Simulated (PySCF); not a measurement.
## `NCC([SiH3])[SiH3]`: 4 charge schemes on one density

C2H11NSi2.
Atom-mapped SMILES: `[NH2:1][CH2:2][CH:3]([SiH3:4])[SiH3:5]` (hydrogens: H6, H7 on N1; H8, H9 on C2; H10 on C3; H11, H12, H13 on Si4; H14, H15, H16 on Si5)

Geometry (PBE0-D3(BJ)/def2-SVP, Å), atoms numbered from 1 in this order:
```xyz
16
C2H11NSi2 angstrom
N     -1.806   -1.199   -0.760
C     -0.439   -1.179   -0.280
C      0.198    0.209   -0.443
Si     2.068    0.164   -0.172
Si    -0.598    1.533    0.648
H     -2.412   -0.641   -0.160
H     -2.177   -2.146   -0.739
H      0.131   -1.910   -0.880
H     -0.317   -1.502    0.779
H      0.044    0.534   -1.490
H      2.673    1.491   -0.499
H      2.389   -0.165    1.252
H      2.688   -0.883   -1.044
H     -0.500    1.123    2.085
H     -2.046    1.725    0.321
H      0.095    2.845    0.474
```

Density: PBE0/pcSseg-1 (PySCF); schemes: Mulliken, IAO, Hirshfeld and ESP-fitted. The structure is a single PBE0-D3(BJ)/def2-SVP conformer in the gas phase; no vibrational or solvent corrections.

Atoms with like bonding are taken together and averaged. Do the Mulliken, IAO, Hirshfeld and ESP-fitted schemes agree on where the charge is highest?

The schemes don't all agree: Mulliken Si4/Si5 (+0.473); IAO Si4/Si5 (+0.570); Hirshfeld Si4/Si5 (+0.300); ESP-fitted H6/H7 (+0.364).

Do the Mulliken, IAO, Hirshfeld and ESP-fitted schemes agree on where the charge is lowest?

The schemes don't all agree: Mulliken C3 (-0.810); IAO C3 (-0.651); Hirshfeld N1 (-0.236); ESP-fitted N1 (-0.963).

Give the atomic charges in each scheme.

In e; atoms taken as equivalent share a row and are averaged (×n: the atom named and its like, n in all):

```tsv
atom	environment	Mulliken	IAO	Hirshfeld	ESP-fitted
N1	primary amine nitrogen	-0.442	-0.569	-0.236	-0.963
C2	sp3 carbon bound to nitrogen	-0.035	-0.127	-0.024	+0.238
C3	sp3 carbon bound to silicon	-0.810	-0.651	-0.194	-0.231
Si4/Si5	SiH3 silicon	+0.473	+0.570	+0.300	+0.263
H6/H7	N–H hydrogen	+0.173	+0.242	+0.106	+0.364
H8/H9	methylene hydrogen	+0.118	+0.117	+0.031	+0.024
H10	methine hydrogen	+0.184	+0.162	+0.041	+0.132
H11 (×6)	Si–H hydrogen	-0.071	-0.112	-0.077	-0.080
```

Mean size of the charges over all atoms: IAO 0.252 e, Mulliken 0.214 e, ESP-fitted 0.211 e, Hirshfeld 0.114 e. Each set sums to the total charge, 0, to within 0.001 e. The Mulliken scheme gives each basis function's population to the atom it is centred on and halves the overlap population of two atoms between them.

Some averages cover members that differ in this geometry: H8/H9, ESP-fitted -0.013 to +0.060; Si4/Si5, ESP-fitted +0.234 to +0.291; H8/H9, IAO +0.100 to +0.134 e.

How many electrons does the Mulliken scheme count on C3?

Z − q = 6 − (-0.810) = 6.810.

How closely do the schemes follow one another over all atoms?

Correlation coefficient and root-mean-square difference: Mulliken with IAO 0.97, 0.075 e; IAO with Hirshfeld 0.97, 0.185 e; Mulliken with Hirshfeld 0.90, 0.182 e; IAO with ESP-fitted 0.78, 0.211 e; Hirshfeld with ESP-fitted 0.77, 0.216 e; Mulliken with ESP-fitted 0.71, 0.233 e.

Sum the charges by element, for elements with more than one atom.

```csv
element,atoms,Mulliken,IAO,Hirshfeld,ESP-fitted
C,2,-0.846,-0.777,-0.218,+0.007
Si,2,+0.946,+1.140,+0.600,+0.525
H,11,+0.342,+0.207,-0.147,+0.431
```
